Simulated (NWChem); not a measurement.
Molecule: GeCl3, doublet; SMILES [Cl][Ge]([Cl])[Cl]

```xyz
4

Cl    -0.6465    -1.9203    -0.2914
Ge     0.0000     0.0000     0.4644
Cl    -1.3398     1.5200    -0.2914
Cl     1.9863     0.4003    -0.2914
```
Atoms are numbered in this order, from 1.

Computed with NWChem. Pople sets run with spherical d functions. Spin-unrestricted. In the optimisation the excess spin sits in a (C3, its own frame). All runs use the structure optimised with PBE0/def2-SVP, spin-unrestricted. No stability test was run on the SCF state.

Taking UHF/def2-TZVPD as the yardstick, which of these has the fewest basis functions while keeping “dipole (D)” within 0.05 D of it: UHF/6-31G*; UHF/3-21G; UHF/6-311G**; UHF/STO-3G?

none of them.
```json
[
 {"level": "UHF/STO-3G", "basis functions": "45", "dipole (D)": "2.70"},
 {"level": "UHF/3-21G", "basis functions": "61", "dipole (D)": "2.67"},
 {"level": "UHF/6-31G*", "basis functions": "86", "dipole (D)": "1.81"},
 {"level": "UHF/6-311G**", "basis functions": "122", "dipole (D)": "1.84"},
 {"level": "UHF/def2-TZVPD", "basis functions": "192", "dipole (D)": "1.47"}
]
```

The yardstick is one finite set, not the basis-set limit.
